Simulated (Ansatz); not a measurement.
`C[SiH2]N[SiH3]` and `C[SiH2]NC=S` differ in one atom or group.

Ansatz, PBE0-D4/def2-TZVP geometries, multiplicity 1. Each molecule was computed in one conformer, which needn't be the lowest.

| property | `C[SiH2]N[SiH3]` |
| --- | --- |
| HOMO–LUMO gap (PBE/def2-TZVPP) / eV | 5.39 |
| HOMO energy (B3LYP/def2-TZVPP) / eV | -7.14 |
| HOMO energy (ωB97M-V/def2-TZVPP) / eV | -9.65 |
| size of the dipole moment (ωB97M-V/def2-TZVPP) / D | 1.29 |
| LUMO energy (B3LYP/def2-TZVPP) / eV | -0.04 |
| HOMO energy (PBE/def2-TZVPP) / eV | -6.04 |

Problem. What does the change do to each property? (Estimate.)

Solution. Ansatz gave: 
```csv
property,`C[SiH2]NC=S`,shift
HOMO–LUMO gap (PBE/def2-TZVPP) / eV,3.07,-2.32
HOMO energy (B3LYP/def2-TZVPP) / eV,-6.13,1.01
HOMO energy (ωB97M-V/def2-TZVPP) / eV,-8.56,1.09
size of the dipole moment (ωB97M-V/def2-TZVPP) / D,3.39,2.10
LUMO energy (B3LYP/def2-TZVPP) / eV,-1.43,-1.39
HOMO energy (PBE/def2-TZVPP) / eV,-5.20,0.84
```

With PBE0 the HOMO rises by 0.98 eV and the LUMO falls by 1.42 eV, so the gap narrows by about 2.40 eV. PBE moves the HOMO by 0.84 eV and ωB97M-V by 1.09 eV. Dipoles are sizes alone; their direction can turn.

B3LYP here is the variant with VWN-RPA as its local correlation; programs differ in this.
